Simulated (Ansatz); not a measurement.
Reaction (atomization): `C[O][Ga]([F])[SH]` → C• + F• + Ga• + 4 H• + O• + S•

Gas-phase electronic energies from Ansatz, PBE0-D4/def2-TZVP geometries. CBS: MP2 limit from def2 TZ/QZ plus the TZ coupled-cluster correction, frozen cores. This one scheme is used for every species, atoms too. DFT in def2-TZVPP. Open shells (•) are unrestricted, without spin–orbit coupling. Spin–orbit coupling would lower the free atoms: a little for C, F, O, S; clearly for Ga. Bonds to Ga are less sure, by a few kJ/mol each and by 10 to 20 or more in all where they break to atoms, as the def2 sets lack core-valence functions. Scalar relativity is left out up to krypton. One conformer a species, not always the lowest.

**Question.** What is ΔE at CCSD(T)/CBS? (Best estimate.)

**Answer.** Computed: +3159.5 kJ/mol.

**Question.** What do these levels give: BLYP-D4, r2SCAN0-D4, CAM-B3LYP-D4, PBE, r2SCAN, SCS-MP2/def2-TZVPP? (Best estimate.)

**Answer.** The calculation gave: BLYP-D4 3121.7, r2SCAN0-D4 3089.6, CAM-B3LYP-D4 3143.2, PBE 3184.7, r2SCAN 3158.3, SCS-MP2/def2-TZVPP 3126.3 kJ/mol.

Largest T1 diagnostic among the species: 0.014.

In def2-TZVPP, CCSD(T) changes the Hartree–Fock value by +860.7 kJ/mol (the triples alone add +56.2 kJ/mol) and MP2 by +946.0 kJ/mol; breaking electron pairs costs correlation energy, which Hartree–Fock lacks. At CCSD(T), def2-SVP lies −190.0 kJ/mol from the extrapolated value and def2-TZVPP −78.2 kJ/mol: correlation converges slowly with the basis, and small sets miss more of it in the bonded molecule than in its fragments. The D4 term adds +29.6 kJ/mol with B3LYP and +15.6 kJ/mol with PBE0; it sums over pairs of atoms, weighted by their polarisabilities, and B3LYP, whose exchange is more repulsive, gets the larger term.

B3LYP here is the variant with VWN-RPA as its local correlation; programs differ in this.

For atomizations the MP2-based limit and the directly extrapolated one differ by several kJ/mol either way, and by 10 to 25 for some Ge, Se and Sn compounds, so smaller differences from it don't rank the levels.
